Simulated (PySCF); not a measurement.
Al(OH)3 cation (AlH3O3), SMILES [OH][Al]([OH])[OH] (connectivity only; charge and spin as stated), charge +1, multiplicity 2.

The structure is a stationary point at r2SCAN-D4/def2-SVP. The spin state was assumed, not searched. The isomer is the one that the SMILES or the coordinates give; other isomers of the formula were not compared. The values are those of a single conformer.

Two levels are set side by side: PBE/def2-TZVPD (PySCF) and ωB97X/def2-TZVPD (PySCF). Same geometry, gas phase. Differences are taken from unrounded values.

| quantity | ωB97X | PBE | PBE minus ωB97X |
|---|---|---|---|
| α-spin orbital gap (eV) | 14.57 | 7.06 | -7.51 |
| β-spin orbital gap (eV) | 6.01 | 0.70 | -5.31 |
| mean polarisability (bohr³) | 93.2 | 52.9 | -40.4 |
